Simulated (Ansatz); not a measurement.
Mulliken charges of C$_{2}$ClF$_{3}$O, SMILES `O=C(Cl)C(F)(F)F` from ωB97M-V/def2-TZVPP in Ansatz (PBE0-D4/def2-TZVP geometry).

```tsv
atom	x (Å)	y (Å)	z (Å)	charge (e)
O1	1.281	-1.260	0.557	-0.163
C2	0.219	-0.809	0.324	0.131
Cl3	-1.285	-1.655	0.568	-0.013
C4	-0.003	0.618	-0.239	0.464
F5	1.160	1.218	-0.408	-0.134
F6	-0.739	1.332	0.606	-0.143
F7	-0.632	0.555	-1.407	-0.143
```

Question: By hand: the dipole of these point charges (1 e Å = 4.8032 D).

Answer: Σ q r = (-0.124, -0.025, 0.003) e Å, of length 0.127 e Å = 0.61 D.

Question: How does the dipole of the full density compare? (An estimate is asked.)

Answer: The calculation gave: (-0.187, -0.003, -0.009) e Å, 0.90 D; the point charges give 0.68 times that, at 11° from its direction.

Point charges leave out the atoms' own dipoles, such as those of lone pairs, and Mulliken's split depends on the basis, so the two needn't agree.
